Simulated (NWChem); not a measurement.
System meant: CH₆Ge; SMILES [CH3][GeH3]

The following NWChem deck was run.

```
start job
memory heap 200 mb stack 900 mb global 1100 mb
geometry units angstroms noautoz
  Ge     0.000000     0.000000    -0.395316
  C      0.000000     0.000000     1.572153
  H     -1.226252    -0.784276    -0.936430
  H      1.292329    -0.669827    -0.936430
  H     -0.066077     1.454103    -0.936430
  H     -0.919278     0.483039     1.956167
  H      0.877963     0.554599     1.956167
  H      0.041315    -1.037638     1.956167
end
basis spherical
  * library def2-svp
end
dft
  odft
  mult 2
  xc pbe0
  iterations 150
  mulliken
end
task dft energy
```

End of the output:

```
 Summary of "ao basis" -> "" (spherical)
 ------------------------------------------------------------------------------
       Tag                 Description            Shells   Functions and Types
 ---------------- ------------------------------  ------  ---------------------
 *                          def2-svp                  on all atoms

                                 NWChem DFT Module
                                 -----------------

 Summary of "ao basis" -> "ao basis" (spherical)
 ------------------------------------------------------------------------------
       Tag                 Description            Shells   Functions and Types
 ---------------- ------------------------------  ------  ---------------------
 Ge                         def2-svp                12       32   5s4p3d
 C                          def2-svp                 6       14   3s2p1d
 H                          def2-svp                 3        5   2s1p

 Summary of "ao basis" -> "ao basis" (spherical)
 ------------------------------------------------------------------------------
       Tag                 Description            Shells   Functions and Types
 ---------------- ------------------------------  ------  ---------------------
 Ge                         def2-svp                12       32   5s4p3d
 C                          def2-svp                 6       14   3s2p1d
 H                          def2-svp                 3        5   2s1p

      Symmetry analysis of basis
      --------------------------

        a          28
        e+         24
        e-         24

  Rotation of axis
  number of electrons :                   44
  multiplicity        :                    2
 ------------------------------------------------------------------------
  no. of electrons and multiplicity not compatible                  44
 ------------------------------------------------------------------------
 ------------------------------------------------------------------------
  current input line :
    23: task dft energy
 ------------------------------------------------------------------------
 ------------------------------------------------------------------------
 There is an error in the input file
 ------------------------------------------------------------------------
 For more information see the NWChem manual at https://nwchemgit.github.io

0: no. of electrons and multiplicity not compatible:Received an Error in Communication
```

Question: What is wrong, and how is it mended?

Answer: The input was rejected before any calculation. Cause: the multiplicity doesn't fit the number of electrons (an even count wants an odd multiplicity, and the reverse). This input runs:
```
start job
memory heap 200 mb stack 900 mb global 1100 mb
geometry units angstroms noautoz
  Ge     0.000000     0.000000    -0.395316
  C      0.000000     0.000000     1.572153
  H     -1.226252    -0.784276    -0.936430
  H      1.292329    -0.669827    -0.936430
  H     -0.066077     1.454103    -0.936430
  H     -0.919278     0.483039     1.956167
  H      0.877963     0.554599     1.956167
  H      0.041315    -1.037638     1.956167
end
basis spherical
  * library def2-svp
end
dft
  xc pbe0
  iterations 150
  mulliken
end
task dft energy
```
It converges to -2118.10093 Ha (PBE0/def2-SVP).
